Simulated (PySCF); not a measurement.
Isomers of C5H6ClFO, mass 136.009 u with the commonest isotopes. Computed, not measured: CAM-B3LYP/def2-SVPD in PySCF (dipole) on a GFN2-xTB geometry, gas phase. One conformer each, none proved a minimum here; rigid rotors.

Problem. Order these by rotational constant C, largest first.
A. `[CH3:1][C:2]([CH3:3])=[C:4]([Cl:5])[C:6](=[O:7])[F:8]` with C2–C4–C6–O7 1°
B. `[CH3:1][C@@:2]1([C:3](=[O:4])[Cl:5])[CH2:6][C@H:7]1[F:8]` with C1–C2–C3–O4 180°
C. `[CH3:1]/[C:2]([F:3])=[C:4](/[CH3:5])[C:6](=[O:7])[Cl:8]` with C2–C4–C6–O7 0°
D. `[CH2:1]=[CH:2][C@H:3]([F:4])[CH2:5][C:6](=[O:7])[Cl:8]` with C1–C2–C3–F4 6°, C2–C3–C5–C6 -73°, C3–C5–C6–O7 -5°
E. `[F:1][C@H:2]([Cl:3])[CH2:4][O:5][C:6]1=[CH:7][CH2:8]1` with F1–C2–C4–O5 -168°, C2–C4–O5–C6 -95°, C4–O5–C6–C7 173°

Solution. B (967.4 MHz), A (926.7 MHz), E (904.4 MHz), C (841.5 MHz), D (761.0 MHz).

Problem. Order these by rotational constant B, largest first.
A. `[CH3:1][C:2]([CH3:3])=[C:4]([Cl:5])[C:6](=[O:7])[F:8]` with C2–C4–C6–O7 1°
B. `[CH3:1]/[C:2]([F:3])=[C:4](/[CH3:5])[C:6](=[O:7])[Cl:8]` with C2–C4–C6–O7 0°
C. `[CH2:1]=[CH:2][C@H:3]([F:4])[CH2:5][C:6](=[O:7])[Cl:8]` with C1–C2–C3–F4 6°, C2–C3–C5–C6 -73°, C3–C5–C6–O7 -5°
D. `[F:1][C@H:2]([Cl:3])[CH2:4][O:5][C:6]1=[CH:7][CH2:8]1` with F1–C2–C4–O5 -168°, C2–C4–O5–C6 -95°, C4–O5–C6–C7 173°

Solution. A (1669 MHz), B (1146 MHz), D (1103 MHz), C (817.4 MHz).

Problem. Order these by out-of-plane moment Σ m c² = (Ia + Ib − Ic)/2, smallest first.
A. `[CH3:1][C:2]([CH3:3])=[C:4]([Cl:5])[C:6](=[O:7])[F:8]` with C2–C4–C6–O7 1°
B. `[CH3:1][C@@:2]1([C:3](=[O:4])[Cl:5])[CH2:6][C@H:7]1[F:8]` with C1–C2–C3–O4 180°
C. `[CH2:1]=[CH:2][C@H:3]([F:4])[CH2:5][C:6](=[O:7])[Cl:8]` with C1–C2–C3–F4 6°, C2–C3–C5–C6 -73°, C3–C5–C6–O7 -5°
D. `[F:1][C@@H:2]1[CH:3]=[C:4]([Cl:5])[CH2:6][O:7][CH2:8]1` with F1–C2–C3–C4 -112°, C3–C4–C6–O7 19°, C4–C6–O7–C8 -51°, C6–O7–C8–C2 63°
E. `[F:1][C@H:2]([Cl:3])[CH2:4][O:5][C:6]1=[CH:7][CH2:8]1` with F1–C2–C4–O5 -168°, C2–C4–O5–C6 -95°, C4–O5–C6–C7 173°

Solution. A (3.09 u·Å²), D (22.41 u·Å²), E (30.77 u·Å²), B (40.21 u·Å²), C (50.30 u·Å²).

```csv
SMILES,point group,Ia (u·Å²),Ib (u·Å²),Ic (u·Å²),κ,μa (D),μb (D),μc (D)
C=C[C@H](F)CC(=O)Cl,C1,146.45,618.27,664.12,-0.96,0.64,0.40,0.87
CC(C)=C(Cl)C(=O)F,near Cs,248.81,302.74,545.37,0.34,4.12,0.20,0.03
C/C(F)=C(/C)C(=O)Cl,Cs,165.96,440.82,600.58,-0.72,1.94,0.91,0.01
F[C@@H]1C=C(Cl)COC1,C1,158.43,440.27,553.88,-0.79,0.20,0.52,2.41
F[C@H](Cl)COC1=CC1,C1,162.26,458.10,558.83,-0.82,0.35,1.14,0.02
C[C@@]1(C(=O)Cl)C[C@H]1F,C1,160.55,442.27,522.40,-0.84,1.24,1.08,1.34
```
